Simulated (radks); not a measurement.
Values are calculated unless marked as measured or tabulated.
Task: The mean radii <r> (bohr) of the occupied orbitals of an atom or ion are listed with their occupations. Code: a radial shooting solver on a logarithmic mesh with Libxc functionals. Model: scalar-relativistic Kohn-Sham, r2SCAN, spin-polarised, spherical densities, finite nucleus; meta-GGA in the generalised Kohn-Sham scheme; Fermi nuclear charge, rms radius of each element as measured or else 0.836 A^(1/3) + 0.57 fm.

orbital  occ.      <r>
1s down     1  0.01659
1s up       1  0.01659
2s up       1  0.06932
2s down     1  0.06932
2p up       3  0.06261
2p down     3  0.06261
3s up       1   0.1695
3s down     1   0.1695
3p up       3   0.1682
3p down     3   0.1682
7d up       1    1.090

Name the element and its charge. Open shells, if any, are filled with parallel spins first.

Result: Z = 80, mercury, charge +61: Hg61+ in [Ar] 7d1. The 1s radius gives Z: for a bare nucleus <r> = (2 gamma + 1)/(2Z) with gamma = sqrt(1 - (Z/c)^2), 0.0164 bohr for Z = 80, and screening makes it slightly larger (0.01659 here). The occupations add up to 19, and the charge is Z minus that.
